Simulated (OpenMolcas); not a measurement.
Cu3+ (d8) among equal point charges was computed by CASSCF with the d shell active (OpenMolcas, ANO-RCC-VDZP on the metal). Its lowest spin-free states, and all those of the highest spin:

| 2S+1 | Degeneracy | E (cm-1) |
| --- | --- | --- |
| 3 | 3 | 0.0 |
| 3 | 3 | 1861 |
| 3 | 1 | 4147 |
| 1 | 3 | 18921 |
| 1 | 2 | 19756 |
| 3 | 3 | 23313 |
| 1 | 3 | 29027 |
| 1 | 3 | 30091 |
| 1 | 2 | 30243 |
| 1 | 1 | 30441 |
| 1 | 1 | 71256 |

Is the site octahedral, tetrahedral or cube-like, axial, or of lower symmetry?

The states with 2S+1 = 3 have orbital degeneracies 3, 3, 1, 3. Threefold states need a cubic site. For d8 at this spin an octahedron puts the single A2 below the threefold T2 and a tetrahedron or cube puts the threefold T1 below the threefold T2, so the site is a tetrahedron or a cube, which this pattern cannot tell apart. The run had Cu3+ among 4 point charges of -2 e arranged as a tetrahedron (Td), 1.66 Å from the ion.

An orbital triplet at a regular site is open to Jahn-Teller coupling, which can distort the site and quench the lowest spin-orbit gaps and is left out. Without dynamic correlation the repulsion within the d shell is too large (B by tens of per cent), so at a given field states of lower spin stand too high. The ground term spreads over less than 5000 cm-1, several times less than with real ligands, so orbital moments are less quenched and χT lies further from the spin-only value than at real sites. This is an electrostatic model: the charges have no orbitals. No measured value stands beside these numbers.
